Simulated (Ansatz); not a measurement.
Reaction (ligand exchange at the Si–Br bond): `C[SiH](N)Br` + HCl → `C[SiH](N)Cl` + HBr

Calculated with Ansatz (gas phase, PBE0-D4/def2-TZVP geometries, no zero-point term in ΔE). CCSD(T)/CBS adds triple-zeta CCSD(T) − MP2 to the extrapolated MP2 energy (def2 sets, frozen cores). This one scheme is used for every species. DFT in def2-TZVPP. For Br outer-core shells are correlated without core-valence functions, which leaves a few kJ/mol of doubt a bond. Scalar relativity is left out up to krypton. One conformer a species, not always the lowest.

`C[SiH](N)Br`:

Cartesian coordinates in Å:
```
C -0.379 -0.012 1.363
Si 0.580 0.114 -0.219
N -0.487 0.294 -1.538
Br 1.877 -1.725 -0.342
H -1.050 -0.874 1.339
H -0.975 0.890 1.517
H 0.297 -0.138 2.211
H 1.532 1.247 -0.258
H -1.277 -0.326 -1.629
H -0.117 0.531 -2.445
```

HCl:

Z-matrix (Å, degrees):
```
Cl
H 1 1.279
```

`C[SiH](N)Cl`:

Cartesian coordinates in Å:
```
C 0.615 0.560 -1.138
Si 0.299 -0.345 0.448
N -1.377 -0.567 0.668
Cl 1.206 0.757 1.963
H 1.685 0.723 -1.281
H 0.229 -0.011 -1.986
H 0.127 1.538 -1.127
H 0.935 -1.680 0.515
H -2.009 0.208 0.542
H -1.708 -1.182 1.395
```

HBr:

Cartesian coordinates in Å:
```
Br 0.371 -0.600 0.084
H -0.371 0.600 -0.084
```

```json
{"level": "BLYP", "ΔE (kJ/mol)": "-6.7"}
{"level": "HF/CBS(def2)", "ΔE (kJ/mol)": "-5.6"}
```

Question: What does CCSD(T)/CBS give? (Best estimate.)

Answer: Computed: -1.5 kJ/mol. The listed levels differ from it by -5.2, -4.1 kJ/mol.

Question: What do rigid-rotor, harmonic-oscillator terms from PBE0-D4/def2-TZVP frequencies (298.15 K, 1 bar) make of the CCSD(T)/CBS value? (Best estimate.)

Answer: Computed: ΔZPE = -0.9 kJ/mol, ΔH = -2.9 kJ/mol, ΔS = 0 J/(mol·K), ΔG = -2.9 kJ/mol.

Largest T1 diagnostic among the species: 0.009.

Leaving LDA and LC-ωPBE aside and taking each functional with its dispersion term where it has one, the values, not all of them listed here, spread over 5.8 kJ/mol, from B97M-V to HSE06-D4. At CCSD(T), def2-SVP lies −4.7 kJ/mol from the extrapolated value and def2-TZVPP −1.8 kJ/mol.
